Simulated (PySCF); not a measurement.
SMILES BC[SiH2]O[SiH3] (CH9BOSi2), GFN2-xTB optimised geometry.

```
14

B      1.47    -1.10     0.00
C     -0.08    -1.10     0.00
Si    -0.63     0.73     0.00
O      0.08     1.57     1.19
Si     1.13     1.90     2.38
H      2.06    -1.14     1.01
H      2.06    -1.04    -1.01
H     -0.53    -1.55    -0.88
H     -0.52    -1.57     0.88
H     -0.26     1.42    -1.24
H     -2.06     0.81     0.29
H      0.90     0.95     3.46
H      0.79     3.27     2.77
H      2.48     1.80     1.84
```

Density from B3LYP/def2-TZVP in PySCF at that geometry.

Minimum of the electron density along straight lines between bonded atoms, close to the bond critical point (lines longer than 1.1 times the sum of covalent radii, or with two minima, are not listed):

```tsv
bond	length / Å	ρ at the minimum / e bohr⁻³	∇²ρ there / e bohr⁻⁵	position (fraction from the first atom)
B1–C2	1.543	0.192	-0.25	0.33
C2–Si3	1.917	0.111	0.11	0.61
Si3–O4	1.618	0.140	0.95	0.42
O4–Si5	1.623	0.138	0.93	0.59
B1–H6	1.172	0.193	-0.35	0.44
B1–H7	1.172	0.193	-0.37	0.44
C2–H8	1.088	0.272	-0.90	0.64
C2–H9	1.089	0.273	-0.90	0.64
Si3–H10	1.463	0.128	0.17	0.49
Si3–H11	1.464	0.128	0.16	0.49
Si5–H12	1.462	0.128	0.18	0.49
Si5–H13	1.461	0.128	0.18	0.49
Si5–H14	1.461	0.128	0.18	0.49
```
